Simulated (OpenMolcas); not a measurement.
**Sc: CASPT2 settings compared**

```json
{
  "Program": "OpenMolcas 26.06",
  "Basis": "ANO-RCC-VDZP [5s4p2d1f]",
  "Scalar Hamiltonian": "DKH2, point nucleus",
  "Active space": "3 electrons in 6 orbitals (3d 4s)",
  "State averaging": "2S+1 = 2 even, 29 roots (26 in the spin-orbit step); 2S+1 = 4 even, 10 roots kept (CI in the orbitals of an earlier block)",
  "Spin-orbit coupling": "state interaction with AMFI integrals over the reference wave functions, term energies averaged over their components"
}
```

Methods on the same reference wave functions:
A. CASSCF
B. SS-CASPT2, IPEA 0.3 Eh, sigma2 regulariser 0.5 Eh (closed shells correlated: 3s 3p)
C. XMS-CASPT2, IPEA 0.35 Eh, no level shift (closed shells correlated: 2s 2p 3s 3p)

Energies in cm⁻¹ above 3d 4s² ²D_3/2, the measured ground level; measured values from NIST Handbook of Basic Atomic Spectroscopic Data.

| Level | A | B | C | Measured |
| --- | --- | --- | --- | --- |
| 3d 4s² ²D_3/2 | 0.0 | 0.0 | 0.0 | 0.0 |
| 3d 4s² ²D_5/2 | 139 | 139 | 142 | 168 |
| 3d² 4s ⁴F_3/2 | 5519 | 10520 | 15830 | 11520 |
| 3d² 4s ⁴F_5/2 | 5567 | 10570 | 15870 | 11558 |
| 3d² 4s ⁴F_7/2 | 5635 | 10630 | 15940 | 11610 |
| 3d² 4s ⁴F_9/2 | 5721 | 10720 | 16030 | 11677 |

Deviations, from unrounded energies. A percentage is the sum of absolute deviations over the sum of measured energies, with the sign that they share, or ± where signs differ.

```
                  Against measurement  Levels      A      B      C
       mean absolute deviation (cm-1)       5   4800    790   3500
fine structure of the ground term (%)       1  -17.3  -17.4  -15.7
             other configurations (%)       4  -51.6   -8.5  +37.3
```

B lies closest to measurement on these levels and A furthest from it. The largest miss of B in the table is 3d² 4s ⁴F_3/2, by -1000 cm-1. The ranking rests on the paired levels alone, and a cruder setting can come out closer through cancelling errors.

Between B and C the level of the table that moves most is 3d² 4s ⁴F_3/2, by 5300 cm-1 (lowest in B, highest in C). Moves below CASPT2's spread within the term are not significant.

The lowest spin-free term lies below A's lowest term by 0.273 hartree in B, 0.312 hartree in C.

CASPT2 breaks the degeneracy within a term, and the mean is taken; among the terms shown or strongly mixed into the levels shown the widest spread is 1600 cm-1 (3d² 4s ⁴F, C). Over all roots computed the reference weight is 0.86 to 0.94 in C; the roots of lowest weight are the least certain, and an intruder state may touch them. Some high roots are left out of the spin-orbit mixing, which shifts the levels that they would mix with. Terms from blocks run as CI alone lack orbitals of their own. A single d shell beside an s shell can misplace configurations of different d count against each other. Without dynamic correlation excited terms often stand tens of per cent too high (terms of higher spin than the ground term too low), and those without a measured partner can miss by more than the paired ones (holds for A). Computed and measured levels are paired by configuration, term and J; levels that our copy of the source lacks, or whose pairing is in doubt (as where it misses far off the trend of its configuration), stay unpaired and out of the deviations. Only configurations of the active space appear. The table leaves out levels that lie high or whose names do not pair safely across all columns.
